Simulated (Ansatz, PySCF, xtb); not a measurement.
Dimer: N2 (SMILES N#N) (first 2 atoms) with HBr (SMILES Br); geometry from B3LYP-D3(BJ)/def2-TZVP, rigid monomers moved along the line of their centres of mass till N1···H4 is 2.18 Å.
(charge 0, multiplicity 1):
```xyz
4

N      0.1023    -0.3345     0.1544
N      0.1042    -0.3385    -0.9360
Br     0.0914    -0.3036     3.7611
H      0.0970    -0.3206     2.3355
```

Counterpoise-corrected where a basis set is named; no monomer relaxation. Rows marked so take none.

Rows in 3-21G carry no dispersion term and start afresh at each structure; the Pople sets are all-electron and without relativity.

Programs: Ansatz (an electronic-structure program); PySCF for 3-21G rows; xtb for the GFN methods. 

Problem. One of these levels gives 0.3 kJ/mol for the interaction energy. Name it.
A) GFN-FF
B) B3LYP/def2-TZVPPD
C) B3LYP/3-21G (no counterpoise)

Solution. B, B3LYP/def2-TZVPPD. The others give -4.3 (GFN-FF), -12.4 (B3LYP/3-21G (no counterpoise))
